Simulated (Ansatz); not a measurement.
A nudged elastic band was laid between two geometries of BF2H2N + H2O (9 atoms, charge 0, multiplicity 1).

The calculation used RHF/def2-SVP in Ansatz.

```json
{
 "movable images": "5",
 "climbing image": "yes",
 "spring": "5.0 eV/Å²",
 "optimiser": "quadratic models (default)",
 "start path": "through a guess of the saddle point",
 "force threshold": "0.03 eV/Å",
 "iteration limit": "55",
 "end points": "relaxed"
}
```

Image 0:

```xyz
9
Properties=species:S:1:pos:R:3
B -0.135 -0.246 0.532
N 0.296 -0.786 1.736
H -0.341 -1.059 2.454
H 1.258 -0.792 2.001
F 0.722 0.157 -0.391
F -1.420 -0.198 0.217
O -0.519 2.519 0.810
H 0.024 2.620 0.041
H -1.394 2.384 0.478
```

Image 6:

```xyz
9
Properties=species:S:1:pos:R:3
B -0.254 0.559 0.252
N 0.135 0.034 1.784
H -0.691 0.028 2.361
H 0.522 -0.896 1.753
F 0.934 0.496 -0.432
F -1.143 -0.381 -0.206
O -0.770 1.838 0.481
H -1.053 2.264 -0.312
H 0.811 0.658 2.195
```

(1) What changes between the two ends?

(2) Give the energies along the band, and the barrier.

(3) What is the geometry of the highest image?

## Answers

(1) Bonds broken: O7–H9. Bonds formed: B1–O7, N2–H9. BF2H2N + H2O becomes BF2H4NO.

(2) The run converged. The highest image is number 3 of 0 to 6, 109.6 kJ/mol above the first end and 169.6 kJ/mol above the last; the last end lies 60.0 kJ/mol below the first. Neighbouring images differ by up to 1.6 eV, so the band resolves the path poorly. The order of the stationary point at the top wasn't checked. The orbitals stay closed-shell, which can raise the energy where a bond breaks towards radicals; this wasn't checked here.

```json
{"image": "0", "path coordinate (Å)": "0.00", "energy (kJ/mol)": "0.0", "O7–H9 (Å)": "0.95", "B1–O7 (Å)": "2.81", "N2–H9 (Å)": "3.81"}
{"image": "1", "path coordinate (Å)": "1.24", "energy (kJ/mol)": "4.4", "O7–H9 (Å)": "0.95", "B1–O7 (Å)": "2.72", "N2–H9 (Å)": "3.46"}
{"image": "2", "path coordinate (Å)": "2.47", "energy (kJ/mol)": "9.6", "O7–H9 (Å)": "0.95", "B1–O7 (Å)": "2.61", "N2–H9 (Å)": "2.54"}
{"image": "3", "path coordinate (Å)": "3.71", "energy (kJ/mol)": "109.6", "O7–H9 (Å)": "1.17", "B1–O7 (Å)": "1.57", "N2–H9 (Å)": "1.34"}
{"image": "4", "path coordinate (Å)": "4.60", "energy (kJ/mol)": "-47.2", "O7–H9 (Å)": "2.22", "B1–O7 (Å)": "1.40", "N2–H9 (Å)": "1.01"}
{"image": "5", "path coordinate (Å)": "5.49", "energy (kJ/mol)": "-57.7", "O7–H9 (Å)": "2.39", "B1–O7 (Å)": "1.40", "N2–H9 (Å)": "1.01"}
{"image": "6", "path coordinate (Å)": "6.38", "energy (kJ/mol)": "-60.0", "O7–H9 (Å)": "2.61", "B1–O7 (Å)": "1.40", "N2–H9 (Å)": "1.01"}
```

(3) 
```xyz
9
Properties=species:S:1:pos:R:3
B -0.193 0.289 0.241
N 0.098 -0.029 1.742
H -0.597 -0.583 2.210
H 1.014 -0.391 1.942
F 0.791 -0.047 -0.610
F -1.445 -0.061 -0.140
O -0.167 1.826 0.557
H -0.956 2.306 0.346
H -0.055 1.289 1.590
```

Time of the run: 6.5 min on 1 thread of Intel(R) Xeon(R) Platinum 8259CL CPU @ 2.50GHz (Skylake/Cascade Lake), with other jobs on the host, peak memory 0.18 GiB.
